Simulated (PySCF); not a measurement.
## Be: excitation energy

Be [He] 2s2 (1S) → Be [He] 2p2 (3P), as a difference of total energies. Computed with PySCF 2.14 in def2-QZVPPD, with no relativity, point nucleus. Correlated levels: valence and next inner shell: nothing frozen. The calculations carry no spin-orbit coupling.

```json
{"method": "UHF", "excitation energy (cm⁻¹)": "51959"}
{"method": "MP2 (valence and next inner shell)", "excitation energy (cm⁻¹)": "56832"}
{"method": "SCS-MP2 (valence and next inner shell)", "excitation energy (cm⁻¹)": "59028"}
{"method": "CCSD (valence and next inner shell)", "excitation energy (cm⁻¹)": "59805"}
{"method": "CCSD(T) (valence and next inner shell)", "excitation energy (cm⁻¹)": "59869"}
{"method": "CCSDT (valence and next inner shell)", "excitation energy (cm⁻¹)": "59871"}
```

Errors of the correlated levels include the incompleteness of this basis.

For comparison: 59696 cm⁻¹ (measured; NIST levels, between the centres of gravity of the two terms).
